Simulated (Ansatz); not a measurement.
Worked example: SiH(CH3)F2 + Ge(CH3)F2 → SiH(CH3)F + Ge(CH3)F3

Species: SiH(CH3)F2, singlet; Ge(CH3)F2, doublet; SiH(CH3)F, doublet; Ge(CH3)F3, singlet. A radical takes F: the energy is the difference in strength between the Si–F bond broken and the Ge–F bond made.

Shapes, held fixed at every level: PBE0-D4/def2-TZVP. Programs: Ansatz 0.2.0. The zero-point and thermal change to 298 K, harmonic and unscaled (PBE0-D4/def2-TZVP), is -1.9 kJ/mol.

At CCSD(T)/def2-TZVPP; 1 Eh = 2625.50 kJ/mol:

```
   species   energy (Eh)
SiH(CH3)F2   -529.130238
 Ge(CH3)F2  -2314.975859
 SiH(CH3)F   -429.248276
 Ge(CH3)F3  -2414.814161
```

Question: Work out ΔH(298 K) of the reaction at this level.

Answer: 
1. Products less reactants: (-429.248276) + (-2414.814161) − [(-529.130238) + (-2314.975859)] = 0.043660 Eh = +114.6 kJ/mol.
2. With the thermal change: +114.6 + (-1.9) = +112.7 kJ/mol.

Other levels give +91.5 (MP2/def2-SVP) to +128.2 kJ/mol (B3LYP-D4/def2-TZVPP). No measured value is set beside it here. Open shells run unrestricted. Relativity is left out for Ge. Outer-core shells of Ge are correlated in most correlated rows, in sets that cover them unevenly.
